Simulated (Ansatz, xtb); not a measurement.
C3H9BN2: 7 structures ranked

7 gas-phase structures of C3H9BN2, from a drawn sample of its isomers (lower ones may exist). Each was relaxed with GFN2-xTB; where two conformers were screened, the lower at r2SCAN-D4/def2-SVP is listed:

A. `B1NCCCN1`, a singlet
B. `C=CN(C)BN`, a singlet
C. `NB(N)C1CC1`, a singlet
D. `CN1BNCC1`, a singlet
E. `C/C=N\BNC`, a singlet
F. `C[C@@H]1CNBN1`, a singlet
G. `NBNC1CC1`, a singlet

Question: Estimate their order in r2SCAN-D4/def2-SVP energy at these geometries, lowest first.

Answer: Calculated order at r2SCAN-D4/def2-SVP: A (0.000), F (0.237), C (0.305), D (0.533), B (0.701), G (0.862), E (1.056) eV.

Energies above the lowest of each column, in eV; the last columns are at B3LYP-D3(BJ)/def2-SVP geometries and were run for some of them only (a dash: not run or not comparable):

```json
{"structure": "A", "GFN2-xTB": "0.000", "HF/STO-3G": "0.000", "r2SCAN-D4/def2-SVP": "0.000", "B3LYP-D3(BJ)/def2-SVP": "0.000", "CCSD(T)/def2-SVP + ΔMP2/def2-TZVPP": "0.000"}
{"structure": "F", "GFN2-xTB": "0.060", "HF/STO-3G": "0.183", "r2SCAN-D4/def2-SVP": "0.237", "B3LYP-D3(BJ)/def2-SVP": "0.228", "CCSD(T)/def2-SVP + ΔMP2/def2-TZVPP": "0.154"}
{"structure": "C", "GFN2-xTB": "1.261", "HF/STO-3G": "1.526", "r2SCAN-D4/def2-SVP": "0.305", "B3LYP-D3(BJ)/def2-SVP": "0.427", "CCSD(T)/def2-SVP + ΔMP2/def2-TZVPP": "0.189"}
{"structure": "D", "GFN2-xTB": "0.085", "HF/STO-3G": "0.267", "r2SCAN-D4/def2-SVP": "0.533", "B3LYP-D3(BJ)/def2-SVP": "0.497", "CCSD(T)/def2-SVP + ΔMP2/def2-TZVPP": "0.506"}
{"structure": "B", "GFN2-xTB": "0.937", "HF/STO-3G": "2.084", "r2SCAN-D4/def2-SVP": "0.701", "B3LYP-D3(BJ)/def2-SVP": "0.615", "CCSD(T)/def2-SVP + ΔMP2/def2-TZVPP": "–"}
{"structure": "G", "GFN2-xTB": "1.033", "HF/STO-3G": "1.904", "r2SCAN-D4/def2-SVP": "0.862", "B3LYP-D3(BJ)/def2-SVP": "0.914", "CCSD(T)/def2-SVP + ΔMP2/def2-TZVPP": "–"}
{"structure": "E", "GFN2-xTB": "1.059", "HF/STO-3G": "2.085", "r2SCAN-D4/def2-SVP": "1.056", "B3LYP-D3(BJ)/def2-SVP": "–", "CCSD(T)/def2-SVP + ΔMP2/def2-TZVPP": "–"}
```

Every level run on A puts it lowest or level with the lowest. Flexible structures stand in one conformer each, not always the lowest. Frequencies (GFN2-xTB) were run for A, C, D, F alone. The ΔMP2 step shifts differences by up to 0.217 eV, which makes them less sure. ΔMP2 is the change of the MP2 energy from the smaller to the larger basis.

Over these structures GFN2-xTB departs from r2SCAN-D4/def2-SVP by 0.299 eV on average once a common shift is removed. A GFN2-xTB relaxation took about 0.2 s and the r2SCAN-D4/def2-SVP energy about 2.3 s on a shared host (Ansatz 0.2.0, xtb 6.7.1).
